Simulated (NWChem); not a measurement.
Everything below was run with NWChem. System: Au2, charge 0, spin multiplicity 1, at a geometry optimised with PBE/def2-SVP with def2 effective core potentials on Au. The structure started from a generated list of species. Level: G0W0@PBE/def2-SVP with def2 effective core potentials on Au, RI basis def2-svp-rifit, no spin-orbit coupling.

The NWChem input:

```
start mol
memory heap 200 mb stack 700 mb global 1700 mb
geometry units angstroms nocenter noautoz
  Au     0.000000     0.000000     1.273201
  Au     0.000000     0.000000    -1.273201
  symmetry group D2h
end
basis spherical
  * library def2-svp
end
ecp
  Au library def2-ecp
end
basis "ri basis" bse spherical
  * library def2-svp-rifit
end
dft
  xc xpbe96 cpbe96
  iterations 100
  direct
  tolerances tight
end
task dft energy
gw
  states alpha occ 4 vir 2
end
task dft gw
```

NWChem printed:

```
             Northwest Computational Chemistry Package (NWChem) 7.3.0
             --------------------------------------------------------

                                NWChem Input Module
                                -------------------

 Scaling coordinates for geometry "geometry" by  1.889725989
 (inverse scale =  0.529177249)

 Turning off AUTOSYM since
 SYMMETRY directive was detected!

                             Geometry "geometry" -> ""
                             -------------------------

 Output coordinates in angstroms (scale by  1.889725989 to convert to a.u.)

  No.       Tag          Charge          X              Y              Z
 ---- ---------------- ---------- -------------- -------------- --------------
    1 Au                  79.0000     0.00000000     0.00000000     1.27320100
    2 Au                  79.0000     0.00000000     0.00000000    -1.27320100

 Effective nuclear repulsion energy (a.u.)    1296.9653695713

            Nuclear Dipole moment (a.u.)
            ----------------------------
        X                 Y               Z
 ---------------- ---------------- ----------------
     0.0000000000     0.0000000000     0.0000000000

      Symmetry information
      --------------------

 Group name             D2h
 Group number             26
 Group order               8
 No. of unique centers     1

      Symmetry unique atoms

     1


 Summary of "ao basis" -> "" (spherical)
 ------------------------------------------------------------------------------
       Tag                 Description            Shells   Functions and Types
 ---------------- ------------------------------  ------  ---------------------
 *                          def2-svp                  on all atoms

 Summary of "ri basis" -> "" (spherical)
 ------------------------------------------------------------------------------
       Tag                 Description            Shells   Functions and Types
 ---------------- ------------------------------  ------  ---------------------
 *                       def2-svp-rifit               on all atoms

  pbe96 is a nonlocal functional; adding pw91lda local functional.

                                 NWChem DFT Module
                                 -----------------

 Summary of "ao basis" -> "ao basis" (spherical)
 ------------------------------------------------------------------------------
       Tag                 Description            Shells   Functions and Types
 ---------------- ------------------------------  ------  ---------------------
 Au                         def2-svp                12       32   6s3p2d1f

 Summary of "ao basis" -> "ao basis" (spherical)
 ------------------------------------------------------------------------------
       Tag                 Description            Shells   Functions and Types
 ---------------- ------------------------------  ------  ---------------------
 Au                         def2-svp                12       32   6s3p2d1f

      Symmetry analysis of basis
      --------------------------

        ag         15
        au          3
        b1g         3
        b1u        15
        b2g         7
        b2u         7
        b3g         7
        b3u         7

            General Information
            -------------------
          SCF calculation type: DFT
          Wavefunction type:  closed shell.
          No. of atoms     :     2
          No. of electrons :    38
           Alpha electrons :    19
            Beta electrons :    19
[...]
 Vector   19  Occ=2.000000D+00  E=-2.322919D-01  Symmetry=b1u
              MO Center= -9.1D-16, -9.1D-16,  2.8D-12, r^2= 2.7D+00
   Bfn.  Coefficient  Atom+Function         Bfn.  Coefficient  Atom+Function
  ----- ------------  ---------------      ----- ------------  ---------------
    18      0.607825  1 Au d  0              50     -0.607825  2 Au d  0
    23      0.168596  1 Au d  0              55     -0.168596  2 Au d  0
     6     -0.157104  1 Au s                 38      0.157104  2 Au s
     5     -0.136933  1 Au s                 37      0.136933  2 Au s
     3      0.128654  1 Au s                 35     -0.128654  2 Au s

 Vector   20  Occ=0.000000D+00  E=-1.560088D-01  Symmetry=b1u
              MO Center=  4.7D-16, -2.6D-16, -6.1D-15, r^2= 6.4D+00
   Bfn.  Coefficient  Atom+Function         Bfn.  Coefficient  Atom+Function
  ----- ------------  ---------------      ----- ------------  ---------------
     5      0.565747  1 Au s                 37     -0.565747  2 Au s
     3     -0.361646  1 Au s                 35      0.361646  2 Au s
     6      0.353001  1 Au s                 38     -0.353001  2 Au s
     2      0.232372  1 Au s                 34     -0.232372  2 Au s
    18      0.161685  1 Au d  0              50     -0.161685  2 Au d  0

 Vector   21  Occ=0.000000D+00  E=-3.377313D-02  Symmetry=b3u
              MO Center= -8.5D-18, -2.0D-18,  1.5D-17, r^2= 7.5D+00
   Bfn.  Coefficient  Atom+Function         Bfn.  Coefficient  Atom+Function
  ----- ------------  ---------------      ----- ------------  ---------------
    13      0.554804  1 Au px                45      0.554804  2 Au px
     7     -0.169343  1 Au px                39     -0.169343  2 Au px
    10      0.074648  1 Au px                42      0.074648  2 Au px
    19     -0.060698  1 Au d  1              51      0.060698  2 Au d  1

 Vector   22  Occ=0.000000D+00  E=-3.377313D-02  Symmetry=b2u
              MO Center= -1.9D-19, -5.4D-18,  2.0D-16, r^2= 7.5D+00
   Bfn.  Coefficient  Atom+Function         Bfn.  Coefficient  Atom+Function
  ----- ------------  ---------------      ----- ------------  ---------------
    14      0.554804  1 Au py                46      0.554804  2 Au py
     8     -0.169343  1 Au py                40     -0.169343  2 Au py
    11      0.074648  1 Au py                43      0.074648  2 Au py
    17      0.060698  1 Au d -1              49     -0.060698  2 Au d -1

 center of mass
 --------------
 x =   0.00000000 y =   0.00000000 z =   0.00000000

 moments of inertia (a.u.)
 ------------------
        2280.416620214876           0.000000000000           0.000000000000
           0.000000000000        2280.416620214876           0.000000000000
           0.000000000000           0.000000000000           0.000000000000

     Multipole analysis of the density
     ---------------------------------

     L   x y z        total         alpha         beta         nuclear
     -   - - -        -----         -----         ----         -------
     0   0 0 0     -0.000000    -19.000000    -19.000000     38.000000

     1   1 0 0     -0.000000     -0.000000     -0.000000      0.000000
     1   0 1 0     -0.000000     -0.000000     -0.000000      0.000000
     1   0 0 1     -0.000000     -0.000000     -0.000000      0.000000

     2   2 0 0    -34.833648    -17.416824    -17.416824      0.000000
     2   1 1 0      0.000000      0.000000      0.000000      0.000000
     2   1 0 1      0.000000      0.000000      0.000000      0.000000
     2   0 2 0    -34.833648    -17.416824    -17.416824      0.000000
     2   0 1 1     -0.000000     -0.000000     -0.000000      0.000000
     2   0 0 2    -28.902975   -124.439465   -124.439465    219.975954

 Task  times  cpu:        3.2s     wall:        3.2s

                                NWChem Input Module
                                -------------------

                                 NWChem GW Module
                                 ----------------

                             ***********************
                             ***        GW       ***
                             ***********************

 Summary of "ri basis" -> "ri basis" (spherical)
 ------------------------------------------------------------------------------
       Tag                 Description            Shells   Functions and Types
 ---------------- ------------------------------  ------  ---------------------
 Au                      def2-svp-rifit             32      140   8s8p7d5f3g1h

                 Memory Information
                 ------------------
          Available GA per process is          1700.0 MBs
          Available stack per process is        700.0 MBs
          Available heap per process is           0.1 MBs

          Peak memory in Initialization
              Peak GA per process is                  3.4 MBs
              Peak stack per process is               0.0 MBs
              Peak heap per process is                3.8 MBs
              Memory not in MA per process            0.0 MBs

          Peak memory in AFF Calculation
              Peak GA per process is                 10.2 MBs
              Peak stack per process is               5.6 MBs
              Peak heap per process is                0.0 MBs
              Memory not in MA per process            5.6 MBs

          Computing 2-center integrals
          Computing Inverse Cholesky factor
          Computing 3-center integrals
          Computing V_xc ...

          Computing Sigma_x
          Computing RPA polarizability
          Solving quasiparticle equations

                  Alpha Orbitals
          State     Energy (eV)     Error (eV)
          -----------------------------------
@GW        16         -8.459           0.004
@GW        17         -8.581           0.004
@GW        18         -8.581           0.004
@GW        19         -8.449           0.004
@GW        20         -1.271           0.004
@GW        21          1.084           0.004

   Applying  -2.1276 eV scissor-shift to rest of particle states

   Applying   2.9738 eV scissor-shift to rest of hole states

     GW Timing Statistics
   ------------------------
   Init.   :          0.2s
     ERIs  :          0.5s
     Distr.:          0.0s
     Vxc   :          0.1s
   Sigma_x :          0.0s
   RPA     :          0.2s
   Wmn     :          0.0s
   Sigma_c :          0.0s
   GW total:          1.0s

 Task  times  cpu:        1.0s     wall:        1.0s

 Total times  cpu:        4.2s     wall:        4.2s
```
